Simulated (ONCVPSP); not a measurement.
# Reading a pseudo-wave (Te (Z = 52))

Columns: radius, all-electron u(r) and pseudo u(r) of the 4s shell (level -173.22 eV) of tellurium in the configuration [Ar] 3d10 4s2 4p6 4d10 5s2 5p3; PBEsol, scalar-relativistic, ONCV scheme, ONCVPSP 4.0.1.

```tsv
r (bohr)	all-electron	pseudo
0.078	0.5005	0.0995
0.155	-0.2049	0.2177
0.232	-0.7555	0.3681
0.310	-0.5361	0.5526
0.388	0.0525	0.7556
0.465	0.6318	0.9509
0.542	1.0492	1.1148
0.620	1.2796	1.2266
0.698	1.3479	1.2705
0.775	1.3056	1.2470
0.852	1.1982	1.1669
0.930	1.0573	1.0458
1.008	0.9074	0.9049
1.085	0.7645	0.7642
1.162	0.6343	0.6341
1.240	0.5183	0.5182
1.318	0.4195	0.4193
1.395	0.3377	0.3376
1.472	0.2702	0.2701
1.550	0.2143	0.2143
1.628	0.1693	0.1692
1.705	0.1336	0.1335
1.782	0.1051	0.1050
1.860	0.0822	0.0821
1.938	0.0641	0.0641
2.015	0.0501	0.0501
```

(1) How many radial nodes do the two functions have?

(2) At about which radius was the pseudo-wave matched?

(3) Where does each function peak?

(4) Is the pseudo-wave norm-conserving?

Results:

(1) The all-electron 4s function has n − l − 1 = 3 (the table is too coarse to show those close to the nucleus); the pseudo-wave has 0, since the states of the same l below it are removed with the core.

(2) 1.15 bohr, where the columns begin to agree (steps of 0.08 bohr).

(3) Outermost all-electron maximum near 0.70 bohr, pseudo maximum near 0.70 bohr (to the table’s step).

(4) Yes: the ONCV scheme keeps the norm inside the radius equal to the all-electron one, which fixes the energy derivative of the logarithmic derivative at the level.
